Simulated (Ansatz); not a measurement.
Several settings on one geometry of Na3S⁺ (that of the charge 1 singlet, PBE0-D4/def2-TZVP). Ansatz on 4 threads of AMD EPYC 9R45 on a shared host; times are rough.

```xyz
4

Na    2.2580    0.6438   -0.8126
Na   -1.3072   -1.7351   -1.2088
Na   -0.9487    1.0891    2.0232
S    -0.0021    0.0021   -0.0018
```

Totals from different functionals, basis sets or treatments of relativity can't be compared as stabilities.

The 6-31G sets use Cartesian d functions. B3LYP takes the VWN-RPA correlation.

Question: Give the basis size and estimate the energy, ⟨S²⟩ and time of these runs.

| run | method | charge | state | further keys |
| --- | --- | --- | --- | --- |
| 1 | RKS r2SCAN-D4/6-31G* | 1 | singlet | fitting: {mean_field: def2-universal-jkfit}; scf: {omitted_lower_state_checks: [starts]}; forces asked |
| 2 | UKS B3LYP/6-31++G** | 1 | singlet | scf: {lower_state_search: light} |
| 3 | RKS B3LYP5/cc-pVTZ | 1 | singlet | scf: {omitted_lower_state_checks: [starts]}; forces asked |

Answer: 
```csv
run,functions,energy (Eh),⟨S²⟩,wall time
1,76,-884.8569,–,0.6 s
2,92,-885.0246,0.00,0.8 s
3,136,-884.9229,–,0.9 s
```
